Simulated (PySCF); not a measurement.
# Working out the ionisation energy of S²⁺

S²⁺ [Ne] 3s2 3p2 (3P) → S³⁺ [Ne] 3s2 3p1 (2P). Computed with PySCF 2.14 in aug-cc-pwCVTZ, with no relativity, point nucleus. Frozen: nothing. Energies in hartree (1 hartree = 27.21139 eV):

```json
{"part": "UHF", "S²⁺ (lower)": "-396.335676", "S³⁺ (upper)": "-395.080448"}
{"part": "CCSD correlation", "S²⁺ (lower)": "-0.382914", "S³⁺ (upper)": "-0.361694"}
{"part": "(T)", "S²⁺ (lower)": "-0.004808", "S³⁺ (upper)": "-0.003688"}
```

Question: What does Hartree-Fock give?

Answer: (-395.080448) − (-396.335676) = 1.255228 hartree = 34.156 eV.

Question: What do CCSD and CCSD(T) give?

Answer: The CCSD correlation energies differ by 0.021220 hartree = 0.577 eV and the triples by 0.001120 hartree = 0.030 eV, so CCSD gives 34.733 eV and CCSD(T) 34.763 eV.

A first-order spin-orbit estimate adds -0.009 eV to CCSD(T) (all electrons), giving 34.754 eV against 34.86 ± 0.04 eV (semi-empirical (NIST evaluation); NIST Atomic Spectra Database, ionization energies).

What remains against the reference includes basis incompleteness and higher excitations.
